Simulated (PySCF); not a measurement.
Screening by computed properties: pick the candidate that meets the target.

Species are written as SMILES; each is one conformer at its optimised geometry, gas phase, non-relativistic unless stated; the electronic structure was computed with PySCF and density fitting.

The conformers computed, where there is a choice (atom-mapped SMILES and torsion angles):
- `[SiH3:1][N:2]([SiH3:3])[CH:4]=[C:5]1[CH:6]=[CH:7][CH:8]=[CH:9]1`: Si1–N2–C4–C5 175°
- `[N:1]#[C:2]/[CH:3]=[CH:4]\[CH2:5][SiH2:6]/[CH:7]=[CH:8]/[SiH3:9]`: C3–C4–C5–Si6 -100°, C4–C5–Si6–C7 58°, C5–Si6–C7–C8 55°
- `[CH2:1]=[N:2][SiH2:3][C@@H:4]1[CH2:5][C@H:6]1[C:7]([F:8])([F:9])[F:10]`: C1–N2–Si3–C4 117°, N2–Si3–C4–C5 139°, C5–C6–C7–F8 31°
- `[CH3:1][C:2](=[O:3])[C:4]([F:5])([F:6])[F:7]`: C1–C2–C4–F5 59°
- `[CH3:1][c:2]1[o:3][cH:4][c:5]([C:6]([F:7])([F:8])[F:9])[p:10]1`: C4–C5–C6–F7 147°
- `[CH3:1][P@@H:2](=[O:3])[CH2:4][C:5]#[N:6]`: C1–P2–C4–C5 53°

Question: Wanted: HOMO energy above -6.4 eV (PBE0/pcSseg-1) and dipole moment below 3.5 D (PBE0/pcSseg-1), at GFN2-xTB geometries. Which candidate meets both?
A. `N#Cc1ccc2ccccc2c1`
B. `C=N[SiH2][C@@H]1C[C@H]1C(F)(F)F`
C. `N#C/C=C\C[SiH2]/C=C/[SiH3]`
D. `[SiH3]N([SiH3])C=C1C=CC=C1`

Answer: D. Computed values:
```csv
species,HOMO energy,dipole moment
N#C/C=C\C[SiH2]/C=C/[SiH3],-7.57 eV,3.72 D
C=N[SiH2][C@@H]1C[C@H]1C(F)(F)F,-7.14 eV,3.18 D
N#Cc1ccc2ccccc2c1,-6.97 eV,5.13 D
[SiH3]N([SiH3])C=C1C=CC=C1,-5.84 eV,3.35 D
```

Question: Wanted: smallest rotational constant between 1 GHz and 2.3 GHz (GFN2-xTB) and static isotropic polarisability above 44 au (CAM-B3LYP/def2-SVPD), at GFN2-xTB geometries. Which candidate meets both?
A. `N#CC[P@@H](C)=O`
B. `CC(=O)C(F)(F)F`
C. `c1coc(c1)F`
D. `Cc1occ(C(F)(F)F)p1`

Answer: A. Computed values:
```csv
species,smallest rotational constant,static isotropic polarisability
Cc1occ(C(F)(F)F)p1,0.633 GHz,85.5 au
N#CC[P@@H](C)=O,1.537 GHz,64.5 au
CC(=O)C(F)(F)F,2.004 GHz,42.2 au
c1coc(c1)F,2.647 GHz,46.6 au
```

Question: Wanted: electronic spatial extent ⟨r²⟩ about the centre of nuclear charge above 700 bohr² (CAM-B3LYP/def2-SVPD) and lowest triplet excitation (Tamm–Dancoff) below 3.9 eV (TDA CAM-B3LYP/def2-SVPD), at GFN2-xTB geometries. Which candidate meets both?
A. `c1coc(c1)F`
B. `N#CC[P@@H](C)=O`
C. `Cc1occ(C(F)(F)F)p1`
D. `CC(=O)C(F)(F)F`

Answer: C. Computed values:
```csv
species,electronic spatial extent ⟨r²⟩ about the centre of nuclear charge,lowest triplet excitation (Tamm–Dancoff)
c1coc(c1)F,441 bohr²,4.04 eV
CC(=O)C(F)(F)F,642 bohr²,3.78 eV
N#CC[P@@H](C)=O,767 bohr²,6.35 eV
Cc1occ(C(F)(F)F)p1,1710 bohr²,3.14 eV
```
